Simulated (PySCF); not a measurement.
Bi⁺ (bismuth, charge +1) across methods

[Xe] 4f14 5d10 6s1 6p2 6d1, one real determinant (an excited configuration). Computed with PySCF 2.14 in aug-cc-pwCVDZ-PP with ECP60MDF, with a scalar-relativistic core potential.

```csv
method,E (hartree),mean ε 6s α (eV),mean ε 6p α (eV),mean ε 6d α (eV),Σ⟨r²⟩ (bohr²),⟨S²⟩
PBE,-213.6494,-26.158,-14.823,-5.288,65.75,6.001
wB97X-V,-213.5857,-30.370,-18.116,-6.882,65.60,6.002
LDA,-213.3133,-26.445,-14.960,-5.271,65.64,6.001
UHF,-212.67955,-32.075,-18.953,-6.587,66.55,6.004
MN15,-213.1683,-29.147,-16.646,-5.524,64.52,6.002
HSE06,-213.6297,-27.391,-15.568,-5.363,65.83,6.002
r2SCAN,-213.7252,-26.861,-15.294,-5.216,65.97,6.003
PBE0,-213.6337,-27.865,-16.009,-5.702,65.72,6.002
wB97X,-213.6307,-30.255,-17.984,-6.830,65.69,6.001
```

⟨L²⟩ = 7.86 against 12 for a pure F term, so this real determinant mixes terms. Energies and moments cover only the electrons outside the core potential. Spin-orbit coupling is strong in this species (close to jj coupling), so the high-spin LS determinant is a model state, not a physical level. The outer electron is Rydberg-like, and this basis confines it to a smaller radius and binds it less than a complete one would.
